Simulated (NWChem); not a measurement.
ZnCl cation; SMILES [Cl][Zn+]

```xyz
2

Zn     0.0000     0.0000    -0.7549
Cl     0.0000     0.0000     1.3150
```
Atoms are numbered in this order, from 1.

All runs: NWChem. Pople sets run with spherical d functions. The geometry was optimised at PBE0/def2-SVP. Vzz is the largest principal value of the second derivative of the potential at the nucleus (NWChem prints the opposite sign); η is the asymmetry. Non-relativistic.

For level Hartree-Fock/def2-SVP:

- Vzz Zn1 (a.u.): -0.427
- Vzz Cl2 (a.u.): 2.649

### Question
Estimate the same quantities for level B3LYP/6-31G*.

### Answer
| Quantity | Value |
|---|---|
| Vzz Zn1 (a.u.) | 0.208 |
| Vzz Cl2 (a.u.) | 3.344 |
